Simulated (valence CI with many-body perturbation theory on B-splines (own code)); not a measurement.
# Ladder of approximations for S11+

Computed by configuration interaction combined with many-body perturbation theory (CI+MBPT): three valence electrons over a frozen Dirac-Fock core [He], a basis of 11 s, 11 p, 9 d, 7 f, 5 g, 2 h, 1 i functions for each j, with the one-electron correlation potential Σ1 (screened to all orders), the two-electron term Σ2, the three-electron term Σ3, Breit, model QED; selected single and double excitations, second order for the rest, scaled by the run's own slope (own B-spline code, finite nucleus).

No measured spectrum was set against this ion. As an estimate, levels of excited configurations hold to 0.05 to 0.15 % of their energy, terms of the ground configuration to about 0.5 %.

Each rung adds one term. CI alone is the Dirac-Coulomb CI over the frozen core; QED comes last and gives the full result, which names the levels. Energies are above 2s2.2p 2P°_1/2 on the same rung, in cm⁻¹.

```tsv
Level	CI alone	Σ1	Σ2	Σ3	Breit	QED	Full
2s2.2p 2P°_3/2	13815	+42	-2	-1	-755	+35	13134
2s.2p2 4P_1/2	195255	-1150	-114	+85	+298	-558	193816
2s.2p2 4P_3/2	200292	-1132	-115	+85	+26	-544	198611
2s.2p2 4P_5/2	207806	-1109	-116	+83	-825	-525	205314
2s.2p2 2D_3/2	349437	-1092	-508	-164	-346	-545	346782
2s.2p2 2D_5/2	349911	-1089	-508	-163	-559	-543	347051
2s.2p2 2S_1/2	441754	-1071	-305	-344	+314	-556	439793
2s.2p2 2P_1/2	468996	-1115	-2033	-308	-2	-566	464972
2s.2p2 2P_3/2	476373	-1103	-2217	-303	-570	-555	471626
2p3 4S°_3/2	616029	-2317	-2229	-213	-54	-1141	610075
2p3 2D°_3/2	695131	-2274	-1695	-208	+166	-1141	689978
2p3 2D°_5/2	696320	-2268	-1693	-207	-517	-1136	690499
2p3 2P°_1/2	779211	-2176	-1682	-268	+229	-1107	774206
2p3 2P°_3/2	781276	-2163	-1684	-268	-94	-1097	775970
2s2.3s 2S_1/2	2556830	+1948	-361	-212	-1308	+222	2557120
2s2.3p 2P°_1/2	2653670	+1678	-369	-212	-1093	+43	2653710
2s2.3p 2P°_3/2	2657440	+1689	-371	-212	-1326	+53	2657270
2s2.3d 2D_3/2	2747220	+2002	-425	-207	-1494	+68	2747160
2s2.3d 2D_5/2	2748230	+2004	-426	-207	-1535	+71	2748130
```

The middle columns are the shifts that each term adds.

(1) How does the ionisation energy move along the ladder, and which term matters most?

Answers

(1) CI alone 564.36, + Σ1 564.63, + Σ2 564.58, + Σ3 564.55, + Breit 564.36, + QED 564.37 eV. The largest step is Σ1, 0.27 eV. NIST lists 564.41 eV (semi-empirical).
